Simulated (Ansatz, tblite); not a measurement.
Forces on SbH2Et (C₂H₇Sb) at its PBE0-D4/def2-SVP geometry. Total charge 0; singlet.

In the def2 sets Sb takes a core potential; there is no spin–orbit coupling. The xTB rows come from tblite.

GFN1-xTB (tblite), largest force 0.50 eV/Å:

```xyz
10
positions Å, forces eV/Å
Sb   -0.542    0.177   -1.832   -0.134   -0.084   -0.112
H     0.778   -0.431   -2.750   -0.199   -0.028    0.233
H    -1.160   -1.411   -1.603    0.214    0.203   -0.068
C     0.569    0.154    0.056    0.279   -0.077   -0.383
C    -0.341    0.298    1.265   -0.229    0.026    0.449
H     1.288    0.986   -0.002   -0.201   -0.247    0.179
H     1.149   -0.779    0.094   -0.101    0.258    0.217
H     0.241    0.322    2.201   -0.101   -0.012   -0.317
H    -0.933    1.226    1.227    0.222   -0.276   -0.085
H    -1.050   -0.541    1.344    0.249    0.237   -0.113
```

GFN2-xTB (tblite), largest force 0.42 eV/Å:

```
Sb -0.048 -0.018 0.080
H -0.103 -0.047 0.158
H 0.159 0.103 -0.037
C 0.233 -0.015 -0.099
C -0.156 0.014 0.298
H -0.275 -0.254 0.116
H -0.237 0.274 0.073
H -0.134 -0.015 -0.361
H 0.263 -0.309 -0.084
H 0.298 0.267 -0.142
```

PBE-D4/def2-TZVP (Ansatz), largest force 0.26 eV/Å:

```
Sb -0.123 0.196 -0.036
H 0.090 -0.062 -0.060
H -0.026 -0.121 0.014
C 0.256 -0.044 -0.007
C -0.143 0.017 0.151
H -0.040 -0.026 -0.020
H -0.036 0.041 -0.012
H -0.014 -0.001 -0.020
H 0.015 -0.031 -0.003
H 0.021 0.030 -0.008
```
